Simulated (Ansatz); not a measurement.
Be₃S₃⁺, that is (BeS)3 ring with one electron fewer, relaxed as a doublet with UKS PBE-D4/def2-SVP in Ansatz, starting from the PBE-D4/def2-SVP geometry of the neutral singlet. Force threshold 0.02 eV/Å.

An occupied level of the relaxed charge 1 doublet lies above an empty one (by up to 0.15 eV), so this SCF solution is probably not the lowest. The gap within one spin of the relaxed charge 1 doublet nearly closes, so an electron or hole may be smeared out by delocalisation error.

Start:

```tsv
atom	x (Å)	y (Å)	z (Å)
Be1	1.0613	0.3333	0.8577
S2	0.6124	2.0881	0.2219
Be3	-0.6681	1.0076	-0.7151
S4	-1.6527	-0.5190	-1.3356
Be5	-0.3933	-1.3409	-0.1425
S6	1.0404	-1.5692	1.1136
```

(1) Estimate the energy that the relaxation releases and the steps that it takes.

(2) Does the start keep its bonding and symmetry?

(3) Predict the relaxed structure.

Results:

(1) 7.4 kJ/mol, in 4 steps; 7 s on 4 threads of Arm Neoverse V1 on a shared host. No frequencies were taken in this run, so the end may be a saddle point.

(2) By distances, no bond broke or formed. The bond that changes most is S4–Be5, from 1.92 to 1.96 Å (atoms count from 1). Point group D3h at the start, C2v at the end, both within 0.05 Å.

(3) 
Cartesian coordinates in Å:
```
Be 1.093 0.343 0.883
S 0.606 2.121 0.211
Be -0.689 1.085 -0.744
S -1.655 -0.520 -1.337
Be -0.396 -1.425 -0.132
S 1.041 -1.604 1.119
```
Bond lengths (bridged metal pairs left out): 6 × Be–S 1.91 to 1.96 Å.
